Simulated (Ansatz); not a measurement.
Total energies of the cluster Si2Mo2 (the lowest singlet isomer of a short search) from Ansatz at PBE0-D4/def2-TZVP, gas phase (1 Eh = 27.2114 eV = 2625.5 kJ/mol). The reference geometry is relaxed at PBE0-D4/def2-SVP.

```xyz
4

Mo   -0.971    0.695    0.684
Mo   -0.796   -0.864   -0.716
Si    0.947   -0.752    0.956
Si    0.820    0.922   -0.924
```

```tsv
state	geometry	energy (Eh)
charge 0 singlet	reference	-715.09285
charge 1 doublet	reference	-714.83276
charge 0 triplet	relaxed at PBE0-D4/def2-SVP	-715.08020
charge 0 quintet	relaxed at PBE0-D4/def2-SVP	-715.05001
free Mo atom (septet)	–	-68.10433
free Si atom (triplet)	–	-289.24943
```

In the def2 sets Mo takes a core potential; there is no spin–orbit coupling.

Task: Work out the vertical ionisation energy to the doublet.

Result: E(charge 1 doublet) − E(charge 0 singlet) = -714.83276 − (-715.09285) = 0.26009 Eh = 7.08 eV. For comparison, −ε of the highest occupied level is 5.50 eV at this level, 1.58 eV less.

Task: Which of the charge 0 states is lowest, and how far above it are the others?

Result: The singlet. triplet: -715.08020 − (-715.09285) = 0.01265 Eh = 33.2 kJ/mol; quintet: -715.05001 − (-715.09285) = 0.04284 Eh = 112.5 kJ/mol.

Task: What is the binding energy per atom against free atoms?

Result: Atoms: 2 × (-68.10433) + 2 × (-289.24943) = -714.70752 Eh. Binding: -714.70752 − (-715.09285) = 0.38533 Eh = 10.49 eV, or 2.62 eV for each of 4 atoms (no zero-point energy, no counterpoise term).

At PBE0-D4/def2-TZVP the charge 0 triplet is spin-contaminated (final ⟨S²⟩ up to 2.18, 2.00 for a pure state). 

The structure comes from a short search, and lower isomers may exist.
